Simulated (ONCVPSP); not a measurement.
**Before and after: ONCV potential for copper**

```
Element                 : copper
Generator               : ONCVPSP 4.0.1
Type                    : optimised norm-conserving Vanderbilt (ONCV)
Functional              : LDA (Perdew-Wang 92)
Relativity              : scalar-relativistic
Frozen core             : [Ne]
Valence charge          : 19
Reference configuration : 3s2 3p6 3d10 4s1
Partial waves           : 3s+4s: rc 1.05 bohr, ncon 5, nbas 9, qcut 13 1/bohr, 3 projectors, debl 2.2 Ha; 3p: rc 1.15 bohr, ncon 4, nbas 8, qcut 11.9 1/bohr, 3 projectors, debl 1 Ha; 3d: rc 0.95 bohr, ncon 3, nbas 8, qcut 16.6 1/bohr, local
Local potential         : the d channel
Core correction         : Teter function fitted to the true core (icmod 2), fcfact 0.65
```

In the p channel the program set the typed energies aside and used -2.647, 0.250, 1.250 Ha.

Change: p: rc 1.46.

Cutoffs: the cutoffs (Ha) at which the residual kinetic energy of the hardest occupied pseudo-wave falls to 1 and 0.1 mHa per electron; they do not see the model core or the augmentation charge, which bear on the density cutoff. Errors are all-electron minus pseudo energies relative to the spin-unpolarised reference configuration.

Task: What does the change do?

Result: The potential gets neither clearly harder nor softer (104 Ha and 118 Ha → 104 Ha and 118 Ha); the errors of the 3 common tests hardly move; neither file shows a bound ghost.

```tsv
quantity	base	changed
cutoff, loose	104 Ha	104 Ha
cutoff, tight	118 Ha	118 Ha
loose cutoff by channel	s 64 Ha, p 47 Ha, d 104 Ha	s 64 Ha, p 42 Ha, d 104 Ha
bound ghosts	none	none
GHOST(+) flags under 300 eV	none	none
tests with a reliable result	3 of 4	3 of 4
error for 3s2 3p6 3d10 4s0, meV [ΔE 8.43 eV]	+1.2	+1.2
error for 3s2 3p6 3d9 4s0, meV [ΔE 30.12 eV]	-6.9	-7.0
error for 3s2 3p6 3d10 4s0 4p1, meV [ΔE 4.26 eV]	+0.7	+0.8
s: phases at 1.06 bohr within 0.05 rad from the reference energy up to (Ha; the scan ends near 5)	to the end of the scan	to the end of the scan
d: phases at 0.96 bohr within 0.05 rad from the reference energy up to (Ha; the scan ends near 5)	4.2	4.2
rms error of d²Exc/dni dnj with the model core, mHa	1.00	0.98
```
